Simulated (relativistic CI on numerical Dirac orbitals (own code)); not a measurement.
Radial parameters of As I

Computed by Dirac-Coulomb-Breit CI, orbitals from a KLI potential per configuration, model QED, valence Slater integrals scaled by 0.85, P86 correlation energy added to each configuration (own radial code, finite nucleus).

Slater integrals F^k, G^k are unscaled and averaged over j, outside the closed core [Ar] 3d10; ζ comes from projecting the Hamiltonian with its Breit term on Σ l·s of the shell.

- 4s²4p³: F^2(4p,4p) = 39365, ζ(4p) = 1335.8 cm⁻¹; <r>(4p) = 2.576, <r^2>(4p) = 7.841 (bohr units).
- 4s²4p²5s: F^2(4p,4p) = 42785, ζ(4p) = 1605.1, G^1(4p,5s) = 3116.5 cm⁻¹; <r>(4p) = 2.401, <r^2>(4p) = 6.753, <r>(5s) = 6.596, <r^2>(5s) = 49.57 (bohr units).
- 4s²4p²4d: F^2(4p,4p) = 43201, ζ(4p) = 1626.7, F^2(4p,4d) = 5599.1, G^1(4p,4d) = 4101.6, G^3(4p,4d) = 2361, ζ(4d) = -4.3526 cm⁻¹; <r>(4p) = 2.382, <r^2>(4p) = 6.628, <r>(4d) = 9.406, <r^2>(4d) = 104.8 (bohr units).

In this model ζ of a weakly bound d, f or g electron outside closed shells comes out too small, for d by up to a factor of two or three and at times with the wrong sign; that of an outer p electron is too small as well.

For a near-neutral ion this model can misplace configurations by up to about 10,000 cm⁻¹ (more where the count of f electrons changes) and terms by 10 to 25 % of their spread. Rates follow the energies as ν³ (E1, M1) or ν⁵ (E2), so they and the lifetimes can be off by large factors. The fine structure of a lone outer electron comes out too small, for d and f at times inverted, and misplaced configurations move strength between like terms. 11 of the 11 excited levels that our extract of the measured tables holds in this range could be paired (the sources list more); they are missed by 1700 cm⁻¹ on average and 2451 at most, and levels without a partner can miss by more.

Averages of the first 10 configurations, taken without configuration mixing, which lowers the lowest level and can move excited configurations by several eV; other configurations of the list can lie among them:

```tsv
Configuration	Parity	States	Average energy above the lowest level (eV)
4s²4p³	odd	20	1.6
4s²4p²5s	even	30	7.3
4s²4p²4d	even	150	9.0
4s4p⁴	even	30	11.7
4s²4p²5p	odd	90	8.5
4s²4p²6s	even	30	9.3
4s²4p²6p	odd	90	9.7
4s²4p²5d	even	150	9.8
4s²4p²4f	odd	210	10.0
4s²4p4d²	odd	270	19.5
```
